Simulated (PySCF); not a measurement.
## Working out the ionisation energy of Ge²⁰⁺

Ge²⁰⁺ [Ne] 3s2 (1S) → Ge²¹⁺ [Ne] 3s1 (2S). Computed with PySCF 2.14 in an uncontracted even-tempered set (18 s from 2.1 bohr⁻², ratio 2.5; 11 p from 2.7 bohr⁻², ratio 2.5; 5 d from 10 bohr⁻², ratio 2.7; 4 f from 16 bohr⁻², ratio 2.7), with the spin-free X2C one-electron Hamiltonian (Gaussian nucleus). Frozen: 1s2; the 19 highest virtual orbitals dropped. Energies in hartree (1 hartree = 27.21139 eV):

```csv
part,Ge²⁰⁺ (lower),Ge²¹⁺ (upper)
UHF,-1866.607545,-1836.008347
CCSD correlation,-0.440991,-0.320013
(T),-0.001798,-0.000288
```

What does Hartree-Fock give?

(-1836.008347) − (-1866.607545) = 30.599198 hartree = 832.647 eV.

What do CCSD and CCSD(T) give?

The CCSD correlation energies differ by 0.120978 hartree = 3.292 eV and the triples by 0.001510 hartree = 0.041 eV, so CCSD gives 835.939 eV and CCSD(T) 835.980 eV.

Reference: 837.1 ± 1 eV (semi-empirical (NIST evaluation); NIST Atomic Spectra Database, ionization energies).

What remains against the reference includes basis incompleteness, the frozen core and higher excitations.
